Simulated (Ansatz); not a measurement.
Reaction (ligand exchange at a Ge–N bond): `[GeH3][NH]C1=C[SiH2]1` + `C=CN[SiH2]Cl` → `C=C[N]([GeH3])[SiH2]Cl` + `NC1=C[SiH2]1`

Computed with Ansatz on PBE0-D4/def2-TZVP structures; ΔE is electronic, products minus reactants. CBS: MP2 limit from def2 TZ/QZ plus the TZ coupled-cluster correction, frozen cores. DFT in def2-TZVPP. B3LYP here is the variant with VWN-RPA as its local correlation; programs differ in this. For Ge outer-core shells are correlated without core-valence functions, which leaves a few kJ/mol of doubt a bond. Scalar relativity is left out up to krypton. One conformer a species, not always the lowest.

```json
{"level": "PBE-D4", "ΔE (kJ/mol)": "0.8"}
{"level": "B3LYP-D4", "ΔE (kJ/mol)": "2.2"}
{"level": "ωB97M-V", "ΔE (kJ/mol)": "-0.2"}
{"level": "B2PLYP", "ΔE (kJ/mol)": "5.0"}
{"level": "PBE", "ΔE (kJ/mol)": "5.4"}
{"level": "PBE0", "ΔE (kJ/mol)": "4.8"}
{"level": "B3LYP", "ΔE (kJ/mol)": "9.7"}
{"level": "CCSD/def2-TZVPP", "ΔE (kJ/mol)": "1.7"}
```

Q: What does CCSD(T)/CBS give? (Best estimate.)

A: Computed: -1.4 kJ/mol. The listed levels differ from it by 2.2, 3.6, 1.2, 6.4, 6.8, 6.2, 11.1, 3.1 kJ/mol.

Largest T1 diagnostic among the species: 0.013.

The D4 term adds −7.5 kJ/mol with B3LYP and −4.1 kJ/mol with PBE0; it sums over pairs of atoms, weighted by their polarisabilities, and B3LYP, whose exchange is more repulsive, gets the larger term. In def2-TZVPP, CCSD(T) changes the Hartree–Fock value by −13.7 kJ/mol (the triples alone add −2.1 kJ/mol) and MP2 by −15.6 kJ/mol.
